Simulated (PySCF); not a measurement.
# Relaxation of triplet Hg2O

These are results of PySCF, UPBE0, basis O def2-TZVP, Hg def2-TZVP with ECP60 (scalar-relativistic core potentials, no spin–orbit coupling, density fitting), not measurements. A (50,194) grid was used.

A start displaced from a saddle point along its imaginary mode, of C2v symmetry, held to at least that symmetry:

```xyz
3
charge 0 multiplicity 3, angstrom
O     0.0200    0.1183    0.0000
Hg   -0.0008   -0.0047    2.0219
Hg   -0.0008   -0.0047   -2.0219
```

Optimiser trace:
```
step  E − E(last) (kJ/mol)  largest gradient (Eh/bohr)
   0                 94.94                     0.02742
   1                 46.22                     0.02195
   2                 15.93                     0.00460
   3                 14.15                     0.00460
   4                 12.74                     0.00576
   5                  9.88                     0.00700
   6                  6.43                     0.00674
   7                  1.09                     0.00477
   8                  0.50                     0.00300
   9                  0.01                     0.00059
  10                  0.00                     0.00006
```

It ends at C2v with O–Hg 2.194 Å (×2); Hg–O–Hg 104.8° (after a last refinement on a finer grid). The frequency run here used a shortcut that can spoil soft modes, so no verdict on minimum or saddle point is given. Other isomers or separated fragments may lie lower.

Final geometry:
Z-matrix (Å, degrees; charge 0 multiplicity 3):
```
O
Hg 1 2.1935
Hg 1 2.1935 2 104.81
```

With an element this heavy the missing spin–orbit coupling can shift these numbers.
